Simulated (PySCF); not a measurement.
C₃H₈OSi, SMILES C1[C@H]([C@H]1O)[SiH3].

Geometry: r2SCAN-D4/def2-SVP. The structure was generated by enumeration; whether it is a known compound was not checked. One conformer was computed; it need not be the lowest.

All values below come from r2SCAN-D4/def2-SVP (PySCF).

Frequencies are harmonic and unscaled.

Computed normal modes with their intensities:
```
mode  ν (cm⁻¹)  IR (km/mol)  Raman (Å⁴/amu)  depolarisation  moving atoms (share of kinetic energy)
----  --------  -----------  --------------  --------------  --------------------------------------
1          125          1.3             0.2            0.37          H 54 %, O 25 %, Si 13 %, C 8 %
2          172          0.9             0.2            0.43                 H 58 %, O 23 %, Si 14 %
3          225          5.5             0.5            0.21                 C 44 %, H 36 %, Si 13 %
4          305        105.1             3.6            0.71                                  H 88 %
5          429         16.5             0.9            0.32                  H 36 %, C 35 %, O 28 %
6          469         12.5             4.0            0.40          C 38 %, H 35 %, O 18 %, Si 9 %
7          577         10.8            12.0            0.43                 H 53 %, Si 24 %, C 23 %
8          669         27.1             9.9            0.71                 H 75 %, Si 12 %, C 12 %
9          726         18.4             4.4            0.53                  H 56 %, C 33 %, Si 9 %
10         818          2.0             9.5            0.57                  C 48 %, H 36 %, O 15 %
11         840         14.8             3.7            0.56                          H 77 %, C 20 %
12         923        240.6            10.7            0.74                          H 90 %, Si 9 %
13         937         72.3            14.5            0.73                          H 66 %, C 31 %
14         951          9.9            18.0            0.75                          H 72 %, C 27 %
15         953         46.8            24.0            0.74                                  H 93 %
16        1010         15.7             2.6            0.56                          H 53 %, C 41 %
17        1025         30.9             8.3            0.58                          H 69 %, C 25 %
18        1038         15.4             3.4            0.38                          H 57 %, C 40 %
19        1105          1.7             0.8            0.18                          H 85 %, C 14 %
20        1164          7.1             5.4            0.25                          H 53 %, C 40 %
21        1225         42.6            10.6            0.30                  H 54 %, C 31 %, O 15 %
22        1272         81.1             3.8            0.37                          H 70 %, C 23 %
23        1301         17.9             5.8            0.67                          H 60 %, C 39 %
24        1398         12.1             8.3            0.46                          H 75 %, C 24 %
25        1464         21.7             5.9            0.50                          H 55 %, C 44 %
26        2209        133.7           149.0            0.25                                  H 97 %
27        2226         91.1           169.2            0.12                                  H 98 %
28        2232        107.7            71.5            0.56                                  H 96 %
29        3088         37.6           132.9            0.34                           H 92 %, C 8 %
30        3115         12.3           119.8            0.09                                  H 95 %
31        3142          3.0           112.4            0.24                           H 92 %, C 8 %
32        3218          4.8            77.3            0.64                          H 89 %, C 11 %
33        3812         42.7           135.9            0.28                                  H 94 %
```
